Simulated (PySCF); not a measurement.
H$_{2}$Cl$_{2}$Si, triplet, at a GFN2-xTB geometry (a higher spin typed on purpose: for a closed-shell molecule this is an excited state). Base run: B3LYP/6-31G* (PySCF).

Geometry (Å):
```xyz
5

Si    -0.0050    -0.2229    -0.2159
Cl     2.1708    -0.0489     0.1843
Cl    -2.1709     0.1856     0.0424
H      0.0195     0.8596     0.8231
H      0.0507    -0.0622    -1.6554
```
Charge 0, spin multiplicity 3.
Orbitals are unrestricted.
All else is at PySCF's defaults.

Each row names what was changed in the base input (with any setting that the change needs).

```json
[
 {"change": "base", "E (Eh)": "-1211.00728", "HOMO (eV)": "-6.21", "dipole (D)": "0.36", "<S^2>": "2.005", "core-seconds (rough)": "10"},
 {"change": "functional = camb3lyp", "E (Eh)": "-1210.97684", "HOMO (eV)": "-7.75", "dipole (D)": "0.36", "<S^2>": "2.009", "core-seconds (rough)": "30"},
 {"change": "functional = bp86", "E (Eh)": "-1211.07960", "HOMO (eV)": "-5.38", "dipole (D)": "0.40", "<S^2>": "2.002", "core-seconds (rough)": "10"},
 {"change": "functional = mn15", "E (Eh)": "-1210.56082", "HOMO (eV)": "-6.82", "dipole (D)": "0.25", "<S^2>": "2.004", "core-seconds (rough)": "20"},
 {"change": "functional = mn12l", "E (Eh)": "-1210.75618", "HOMO (eV)": "-5.44", "dipole (D)": "0.30", "<S^2>": "2.006", "core-seconds (rough)": "20"},
 {"change": "functional = m062x", "E (Eh)": "-1210.88281", "HOMO (eV)": "-7.53", "dipole (D)": "0.29", "<S^2>": "2.008", "core-seconds (rough)": "20"},
 {"change": "functional = m06", "E (Eh)": "-1210.90775", "HOMO (eV)": "-6.25", "dipole (D)": "0.33", "<S^2>": "2.005", "core-seconds (rough)": "20"},
 {"change": "functional = wb97x", "E (Eh)": "-1210.93139", "HOMO (eV)": "-8.77", "dipole (D)": "0.38", "<S^2>": "2.010", "core-seconds (rough)": "30"},
 {"change": "functional = pbe; dispersion = d3bjm", "E (Eh)": "-1210.44538", "HOMO (eV)": "-5.30", "dipole (D)": "0.40", "<S^2>": "2.003", "core-seconds (rough)": "8"},
 {"change": "functional = bhandhlyp", "E (Eh)": "-1210.94899", "HOMO (eV)": "-7.56", "dipole (D)": "0.33", "<S^2>": "2.013", "core-seconds (rough)": "10"},
 {"change": "functional = pw91,pw91", "E (Eh)": "-1210.92262", "HOMO (eV)": "-5.34", "dipole (D)": "0.40", "<S^2>": "2.003", "core-seconds (rough)": "10"},
 {"change": "functional = wb97x_v", "E (Eh)": "-1210.75701", "HOMO (eV)": "-8.73", "dipole (D)": "0.38", "<S^2>": "2.010", "core-seconds (rough)": "100"},
 {"change": "functional = pbe", "E (Eh)": "-1210.43575", "HOMO (eV)": "-5.30", "dipole (D)": "0.40", "<S^2>": "2.003", "core-seconds (rough)": "8"}
]
```

Totals shift with the method and basis; they matter in differences.

Open shells are given as the SCF converged; they aren't shown to be the lowest states, and a large step between rows can be another state.
